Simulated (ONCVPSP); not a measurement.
Before and after: ONCV potential for Sc (Z = 21)

```json
{"Element": "scandium (Sc)", "Generator": "ONCVPSP 4.0.1", "Type": "optimised norm-conserving Vanderbilt (ONCV)", "Functional": "PBE", "Relativity": "scalar-relativistic", "Frozen core": "[Ne]", "Valence charge": "11", "Reference configuration": "3s2 3p6 3d1 4s2", "Partial waves": "3s+4s: rc 2.00 bohr, ncon 5, nbas 9, qcut 7 1/bohr, 2 projectors; 3p: rc 1.75 bohr, ncon 3, nbas 6, qcut 7.1 1/bohr, 1 projector; 3d: rc 2.25 bohr, ncon 4, nbas 9, qcut 6.6 1/bohr, 2 projectors, debl 1 Ha", "Local potential": "polynomial inside 1.10 bohr (lpopt 5, dvloc0 4 Ha)", "Core correction": "polynomial model core, fcfact 0.55"}
```

Change: p: rc 2.24.

Cutoffs: the cutoffs (Ha) at which the residual kinetic energy of the hardest occupied pseudo-wave falls to 1 and 0.1 mHa per electron; they do not see the model core or the augmentation charge, which bear on the density cutoff. Errors are all-electron minus pseudo energies relative to the spin-unpolarised reference configuration.

Problem. Predict the effect on cutoff, ghosts and configuration errors.

Solution. The potential gets neither clearly harder nor softer (17 Ha and 20 Ha → 17 Ha and 19 Ha); of the 3 tests that both files solve, the error grows in 1 and shrinks in 1 by more than 15 % and 0.3 meV (median size 4.0 → 5.6 meV); neither file shows a bound ghost.

```tsv
quantity	base	changed
cutoff, loose	17 Ha	17 Ha
cutoff, tight	20 Ha	19 Ha
loose cutoff by channel	s 15 Ha, p 17 Ha, d 17 Ha	s 15 Ha, p 15 Ha, d 17 Ha
bound ghosts	none	none
GHOST(+) flags under 300 eV	none	none
tests with a reliable result	3 of 4	3 of 4
error for 3s2 3p6 3d1 4s1, meV [ΔE 6.90 eV]	-0.5	-0.7
error for 3s2 3p6 3d1 4s0, meV [ΔE 19.66 eV]	-4.0	-5.6
error for 3s2 3p6 3d0 4s2 4p1, meV [ΔE 3.46 eV]	+155	+122
s: phases at 2.03 bohr within 0.05 rad from the reference energy up to (Ha; the scan ends near 5)	to the end of the scan	to the end of the scan
d: phases at 2.29 bohr within 0.05 rad from the reference energy up to (Ha; the scan ends near 5)	4.4	4.4
rms error of d²Exc/dni dnj with the model core, mHa	1.31	1.33
```
